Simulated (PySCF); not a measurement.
Molfile (atoms numbered from 1):
```
B2F2H5N
     RDKit          3D

 10  9  0  0  0  0  0  0  0  0999 V2000
   -1.2000    0.2069    0.1168 N   0  0  0  0  0  0  0  0  0  0  0  0
    0.1372   -0.4077   -0.5874 B   0  0  0  0  0  0  0  0  0  0  0  0
    1.4591    0.0859    0.3507 B   0  0  0  0  0  0  0  0  0  0  0  0
    1.2713    0.8074    1.4758 F   0  0  0  0  0  0  0  0  0  0  0  0
    2.7390   -0.1686    0.1067 F   0  0  0  0  0  0  0  0  0  0  0  0
   -1.2794   -0.1009    1.0872 H   0  0  0  0  0  0  0  0  0  0  0  0
   -2.0493   -0.0744   -0.3736 H   0  0  0  0  0  0  0  0  0  0  0  0
   -1.1711    1.2274    0.1327 H   0  0  0  0  0  0  0  0  0  0  0  0
    0.1538    0.0315   -1.7304 H   0  0  0  0  0  0  0  0  0  0  0  0
   -0.0107   -1.6239   -0.5936 H   0  0  0  0  0  0  0  0  0  0  0  0
  1  2  1  0
  2  3  1  0
  3  4  1  0
  3  5  1  0
  1  6  1  0
  1  7  1  0
  1  8  1  0
  2  9  1  0
  2 10  1  0
M  CHG  2   1   1   2  -1
M  END
```

Geometry: PBE0-D3(BJ)/def2-SVP; GIAO shifts from PySCF 2.14.0 with density-fitted response routines, gas phase, non-relativistic, averaged over equivalent atoms.

At PBE0/cc-pVDZ (95 basis functions, 6.2 s wall time on 1 thread of an Arm Neoverse V1, shared host):
```tsv
atoms	δ (ppm)
N1	31.4
B3	36.9
B2	-26.7
F4/F5	-33.1
H6/H7/H8	2.39
H9/H10	1.96
```

Chemical shifts δ = σref − σ; NH3 for 15N (σ = 273.12 ppm); BF3·OEt2 for 11B (σ = 113.82 ppm); 19F (σ = 200.93 ppm) vs CFCl3; TMS for 1H (σ = 31.29 ppm), all at this level.

Question: Predict the values at PBE0/aug-cc-pVDZ on the same geometry.

Answer: 
```tsv
atoms	δ at PBE0/aug-cc-pVDZ	change
N1	27.7	-3.7
B3	34.1	-2.8
B2	-27.5	-0.8
F4/F5	-47.3	-14.2
H6/H7/H8	2.65	+0.26
H9/H10	2.27	+0.31
```

Chemical shifts δ = σref − σ; 15N (σref 269.84) vs NH3; 11B (σref 110.17) vs BF3·OEt2; CFCl3 for 19F (σref 194.15); 1H (σref 31.39) vs TMS, all at this level.

The largest change is at F4/F5 (fluorine bonded to B). Cost: 160 basis functions, 12 s wall time on 1 thread of an Arm Neoverse V1, shared host.

Unscaled 19F shifts against computed CFCl3 carry errors that often reach 10 to 50 ppm. Experimental scales use liquid or dissolved standards, which lie at an offset from isolated NH3 (liquid NH3: subtract about 20 ppm).
